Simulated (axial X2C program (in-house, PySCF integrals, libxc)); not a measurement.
**Potential curves of TeSe⁺, scalar-relativistic**

Calculated with an axial X2C code built on PySCF integrals. Spin-free means the one-electron spin-free X2C Hamiltonian. Basis: Te dyall-v3z [11s12p8d1f], Se dyall-v3z [8s9p6d1f] (cores contracted in-house); Gaussian nuclei, density fitting, unrestricted open shells. Masses: Te 129.906 u, Se 79.917 u.

State: M_S = 1/2, Λ = 1 (beyond evenly filled blocks: π+α). Energies in kJ/mol from the fragments at the same level (Te+ + Se). Fits are polynomials in 1 − R0/R over 0.85 to 1.23 times the lowest point R0.

| R (Å) | HF | r2SCAN |
| --- | --- | --- |
| 1.9975 | 107.75 | -171.96 |
| 2.0894 | 15.95 | -264.92 |
| 2.1582 | -28.27 | -304.52 |
| 2.2271 | -56.84 | -325.12 |
| 2.2960 | -73.29 | -331.27 |
| 2.3764 | -81.08 | -324.98 |
| 2.4567 | -80.15 | -308.41 |
| 2.5600 | -71.01 | -277.78 |
| 2.6863 | -55.06 | -236.46 |
| 2.8700 |  | -178.69 |

The state is a single determinant with fixed occupations, the lowest that a limited PBE0 search found. De is counted from the lowest determinant-based energies of the atoms at the same level, without counterpoise correction. The functionals have no current-density term, which raises determinants with orbital currents, atoms included. The determinant is spin-polarised beyond a pure state at some levels (its spin-free form has ⟨S²⟩ too high), which makes Re and μ there less reliable. The stretched end of a curve changes character and is left out. Spin-free De lacks the spin–orbit lowering of the heavy p-block atom, a tenth of an eV or more for 4p and 5p, up to an eV for 6p and one to two eV for 7p atoms, less what an open-shell molecule gains itself.

Fit the HF curve near its minimum: give the equilibrium distance, the harmonic wavenumber and the well depth.

At HF, spin-free: Re = 2.404 Å, ωe ≈ 258 cm⁻¹, De = 0.85 eV to Te+ + Se; Be follows as 0.0589 cm⁻¹.

What are Re, ωe and De at the r2SCAN level?

At r2SCAN, spin-free: Re = 2.298 Å, ωe ≈ 358 cm⁻¹, De = 3.43 eV to Te+ + Se; Be follows as 0.0645 cm⁻¹.
